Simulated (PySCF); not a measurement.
## Basis and Hamiltonian dependence of the excitation energy of Te

Te [Kr] 4d10 5s2 5p4 (3P) → Te [Kr] 4d10 5s1 5p5, s spin flipped. Calculated with PySCF 2.14 from differences of total energies of unrestricted determinants, without spin-orbit coupling. Values in eV.

| basis | Hamiltonian | functions | UHF | r2SCAN | PBE0 | MP2 (valence) |
| --- | --- | --- | --- | --- | --- | --- |
| def2-TZVPPD with the def2 core potential (28 electrons) | ECP | 59 | 12.292 | 10.488 | 10.571 | 10.844 |
| ANO-RCC-VTZP | spin-free X2C | 68 | 12.272 | 10.340 | 10.460 | 10.863 |
| aug-cc-pVQZ-PP with one added diffuse shell each of s, p, d, f, g type with ECP28MDF | ECP | 117 | 12.294 | 10.483 | 10.565 | 10.779 |
| dyall-av2z | non-relativistic | 130 | 11.132 | 9.162 | 9.294 | 9.704 |
| aug-cc-pV5Z-PP with ECP28MDF | ECP | 139 | 12.293 | 10.485 | 10.565 | 10.763 |

Frozen in the all-electron rows: valence: [Kr] 4d10; with a core potential, the same shells as far as they lie outside it.

In the upper determinant the s electron has its spin opposite to the other open shell, which mixes two multiplicities. Non-relativistic rows lack the scalar-relativistic shift. The upper state lies above the first ionisation limit, but in LS coupling its spin forbids autoionisation to the ground ion; at this Z spin-orbit coupling breaks that rule.
